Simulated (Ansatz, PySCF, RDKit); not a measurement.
Complex: HF (SMILES F) (first 2 atoms) with Cl2 (SMILES ClCl); geometry from B3LYP-D3(BJ)/def2-TZVP.
(charge 0, multiplicity 1):
```xyz
4

F      0.455     0.384     0.112
H      0.339    -0.061     0.920
Cl    -0.366     0.490     4.017
Cl     0.046    -1.164     2.946
```

Interaction energies are E(AB) − E(A) − E(B) at the monomers' geometry in the complex; basis-set methods are counterpoise corrected. Rows marked so take none. RDKit's UFF carries no charges.

Cores are frozen in the correlated methods. Rows in 3-21G, 6-31G* carry no dispersion term and start afresh at each structure (6-31G* with six Cartesian d functions).

Programs: Ansatz (a first-principles code); PySCF for 3-21G rows, 6-31G* rows, the dispersion terms; RDKit for the force fields. Each number belongs to the level named beside it.

```tsv
level	interaction energy (kJ/mol)
UFF	28.0
HF/3-21G (no counterpoise)	-0.5
PBE/def2-TZVPPD	-8.5
PBE-D3(BJ)/def2-TZVPPD	-10.8
B3LYP/6-31G* (no counterpoise)	-4.0
PBE0-D3(BJ)/def2-TZVPPD	-9.4
BHLYP/def2-TZVPPD	-6.2
B2PLYP-D4/def2-TZVPPD	…
CCSD/aug-cc-pV(D+d)Z	-4.0
```

Task: What belongs in the gaps?

Result: 
- B2PLYP-D4/def2-TZVPPD, interaction energy (kJ/mol): -7.7
